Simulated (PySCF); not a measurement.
**Magnetic susceptibility: `CCO[C@H](F)CO`, C4H9FO2**

Geometry:
```json
{"atom": "C1", "x (Å)": "2.278", "y (Å)": "0.779", "z (Å)": "-0.548"}
{"atom": "C2", "x (Å)": "1.217", "y (Å)": "-0.304", "z (Å)": "-0.628"}
{"atom": "O3", "x (Å)": "0.057", "y (Å)": "0.153", "z (Å)": "0.062"}
{"atom": "C4", "x (Å)": "-0.940", "y (Å)": "-0.774", "z (Å)": "0.201"}
{"atom": "F5", "x (Å)": "-1.439", "y (Å)": "-1.124", "z (Å)": "-1.046"}
{"atom": "C6", "x (Å)": "-2.057", "y (Å)": "-0.157", "z (Å)": "1.050"}
{"atom": "O7", "x (Å)": "-2.426", "y (Å)": "1.109", "z (Å)": "0.592"}
{"atom": "H8", "x (Å)": "2.531", "y (Å)": "0.977", "z (Å)": "0.490"}
{"atom": "H9", "x (Å)": "1.908", "y (Å)": "1.697", "z (Å)": "-0.996"}
{"atom": "H10", "x (Å)": "3.169", "y (Å)": "0.456", "z (Å)": "-1.078"}
{"atom": "H11", "x (Å)": "0.959", "y (Å)": "-0.518", "z (Å)": "-1.672"}
{"atom": "H12", "x (Å)": "1.571", "y (Å)": "-1.233", "z (Å)": "-0.159"}
{"atom": "H13", "x (Å)": "-0.581", "y (Å)": "-1.726", "z (Å)": "0.636"}
{"atom": "H14", "x (Å)": "-2.944", "y (Å)": "-0.792", "z (Å)": "1.004"}
{"atom": "H15", "x (Å)": "-1.694", "y (Å)": "-0.114", "z (Å)": "2.088"}
{"atom": "H16", "x (Å)": "-1.617", "y (Å)": "1.580", "z (Å)": "0.353"}
```

Computed, not measured: GIAO PBE0/pcSseg-1 magnetisability, rotational g tensor and spin-rotation constants, non-relativistic, gas phase (PySCF 2.14.0). Geometry: GFN2-xTB.

(1) What are the magnetisability and the molar susceptibility?

(2) Split it along the inertial axes a, b, c into diamagnetic and paramagnetic parts about the centre of mass, with the quadrupole moment.

(3) And the rotational g tensor?

Answers

(1) Isotropic -1089 × 10⁻³⁰ J/T², or -65.6 × 10⁻⁶ cm³/mol; principal values -1108, -1098, -1061 × 10⁻³⁰ J/T², anisotropy 43 × 10⁻³⁰ J/T² (root of half the summed squared differences of the principal values). The susceptibility is in cgs units.

(2) 
| axis | χ (10⁻⁶ cm³/mol) | diamagnetic (10⁻⁶ cm³/mol) | paramagnetic (10⁻⁶ cm³/mol) | summed x² of all electrons (Å²) | quadrupole Θ (D Å) |
| --- | --- | --- | --- | --- | --- |
| a | -64.1 | -349.8 | 285.7 | 183.6 | +0.85 |
| b | -66.2 | -886.4 | 820.2 | 57.1 | -2.85 |
| c | -66.4 | -1021.0 | 954.5 | 25.4 | +1.99 |

Anisotropies 2χaa − χbb − χcc = +4.4 and 2χbb − χaa − χcc = -1.9 × 10⁻⁶ cm³/mol. Θ is traceless in Buckingham's convention.

(3) 
```tsv
axis	rotational constant (GHz)	g	nuclear part	electronic part
a	4.4733	-0.0251	0.5753	-0.6004
b	1.5450	-0.0056	0.5897	-0.5953
c	1.2964	-0.0063	0.5751	-0.5814
```
Asymmetric top; isotopes 12C, 19F, 1H, 16O; no vibrational averaging.
